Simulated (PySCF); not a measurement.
A PySCF script (with the pyscf-properties extension) for the NMR shieldings of `BS/C=C\C#CB(F)F`, C4H4B2F2S, on a GFN2-xTB geometry:

```python
import basis_set_exchange as bse
import numpy as np
from pyscf import gto, dft
from pyscf.prop import nmr

atoms = """
B     3.262323    0.940180    0.000278
S     1.510035    0.864581   -0.060294
C     1.184873   -0.852669   -0.263991
C    -0.045934   -1.369999   -0.365960
C    -1.227440   -0.619895   -0.333960
C    -2.268266    0.002118   -0.313688
B    -3.568340    0.763102   -0.280850
F    -4.722949    0.180241   -0.012216
F    -3.652562    2.057692   -0.518785
H     3.900477   -0.031855   -0.097267
H     3.737050    1.994931    0.141284
H     2.056250   -1.488065   -0.293616
H    -0.169905   -2.439875   -0.479910
"""
names = dict.fromkeys(["B", "S", "C", "F", "H"], "pcSseg-1")
basis = {el: gto.basis.parse(bse.get_basis(n, elements=[el], fmt="nwchem")) for el, n in names.items()}
mol = gto.M(atom=atoms, basis=basis, charge=0, verbose=0)
mf = dft.RKS(mol, xc="PBE0")
mf.grids.level = 2
mf.grids.alignment = dft.numint.BLKSIZE   # the property module wants whole blocks of grid points
mf.conv_tol = 1e-9
mf.kernel()

calc = nmr.RKS(mf)   # GIAO
C = mf.mo_coeff
Co = C[:, mf.mo_occ > 0]
resp = mf.gen_response(singlet=True, hermi=2)
def vind(x):   # induced exchange potential for any number of trial vectors
    d = np.einsum("pi,xij,qj->xpq", C, 2 * x.reshape(-1, C.shape[1], Co.shape[1]), Co, optimize=True)
    return np.einsum("xpq,pi,qj->xij", resp(d - d.transpose(0, 2, 1)), C, Co, optimize=True).ravel()
mo1, _ = nmr.rhf.solve_mo1(calc, with_cphf=vind)
sigma = calc.kernel(mo1)
for i, s in enumerate(sigma):   # ppm
    w = np.linalg.eigvalsh((s + s.T) / 2)
    print("%2d %-2s iso %8.1f  s11 %8.1f  s22 %8.1f  s33 %8.1f" % (i, mol.atom_pure_symbol(i), w.mean(), *w))
```

Task: What are the results?

Result: 
```
 0 B  iso     33.8  s11    -30.3  s22      6.1  s33    125.6
 1 S  iso    281.2  s11     27.9  s22    239.4  s33    576.2
 2 C  iso     21.6  s11    -88.3  s22     31.6  s33    121.5
 3 C  iso     70.7  s11    -27.4  s22     83.2  s33    156.2
 4 C  iso     82.3  s11    -21.4  s22     -3.2  s33    271.5
 5 C  iso     84.4  s11     14.7  s22     38.5  s33    200.1
 6 B  iso     83.5  s11     74.9  s22     86.8  s33     88.7
 7 F  iso    243.1  s11     68.9  s22    293.7  s33    366.7
 8 F  iso    243.8  s11     70.3  s22    293.2  s33    367.9
 9 H  iso     24.5  s11     18.0  s22     26.6  s33     28.8
10 H  iso     24.6  s11     19.8  s22     26.6  s33     27.6
11 H  iso     24.5  s11     22.7  s22     23.4  s33     27.3
12 H  iso     25.6  s11     22.0  s22     26.7  s33     28.1
```

These numbers come from an equivalent density-fitted implementation of the same equations, which agrees with the script to about 0.01 ppm for H and up to a few tenths of a ppm for heavy atoms, so last digits may differ.

Size and cost of the density-fitted run: 180 basis functions, 57 s wall time on 1 thread of an Arm Neoverse N1, shared host; peak memory 0.8 GiB.
